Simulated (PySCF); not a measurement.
NMR data sheet: C$_{3}$H$_{6}$F$_{2}$OSi

| Property | Result |
| --- | --- |
| Formula | C3H6F2OSi |
| SMILES | F/C=C/O[SiH2]CF |
| Point group of the computed structure | Cs |
| Degrees of unsaturation | 1 |
| Carbon signals | 3 |
| Proton signals | 4 |

Atoms are numbered as in `[F:1]/[CH:2]=[CH:3]/[O:4][SiH2:5][CH2:6][F:7]`; H(Xn) means a hydrogen on atom n.

Method: structure optimised with GFN2-xTB, PBE0/pcSseg-1 with gauge-including orbitals, in PySCF (one averaged value for each set of equivalent atoms, non-relativistic Hamiltonian, one conformer, no solvent model).

Chemical shifts δ = σref − σ; TMS for 1H and 13C and 29Si; 19F vs CFCl3; H2O for 17O, all at this level.

```tsv
carbon	δC, type	δH (multiplicity)	HMBC from (2–3 bonds)	span of the C tensor (ppm)
C2	154.1, CH	7.31 (m)	H(C3)	131
C3	137.9, CH	7.02 (m)	H(C2), H(Si5)	149
C6	76.6, CH2	5.10 (m)	H(Si5)	124
```

Other nuclei:
```
 atoms  nucleus                           environment  δ (ppm)  σ (ppm)
H(Si5)       1H  hydrogen on a silicon bonded to C, O     5.10    26.62
    F1      19F                      vinylic fluorine   -186.4    357.3
    F7      19F             fluorine on an sp3 carbon   -317.1    488.0
   Si5     29Si           silicon bonded to C, O, 2 H    -24.2    373.3
    O4      17O                oxygen bonded to C, Si     51.4    284.6
```

- Carbon types of the structure: 2 × CH, 1 × CH2, leaving 2 H on heteroatoms.
- δC 154.1: β carbon of an enol-ether or enamine type C=C.
- δC 137.9: alkene carbon bearing oxygen; an sp2 carbon further deshielded by the attached heteroatom.
- δC 76.6: sp3 CH2 bonded to F and Si; pulled downfield by the heteroatom.
- δH 7.02: hydrogen on an alkene carbon bearing oxygen; attached to an sp2 carbon and in the plane of the double bond.
- δH 5.10: hydrogen on an sp3 CH2 bonded to F and Si; its carbon carries F, hence the downfield position.

Splittings by 19F in the carbon and heteronuclear signals aren't shown, as no couplings were computed. Shifts are as computed. Against solution values, carbons near 30 ppm lie about +3 ppm off and those near 130 ppm about +5 ppm. Of 1211 compounds with measured shifts, 218 miss one by over three times the rms of a fit or turn the order of signals round; such compounds aren't used in these exercises. Unscaled 19F shifts against computed CFCl3 carry errors that often reach 10 to 50 ppm. Experimental scales use liquid or dissolved standards, which lie at an offset from isolated H2O (liquid H2O: subtract about 36 ppm). Multiplicities follow the n + 1 count of equivalent neighbours, as no J values were calculated; m marks all less simple cases, F and P coupling included.
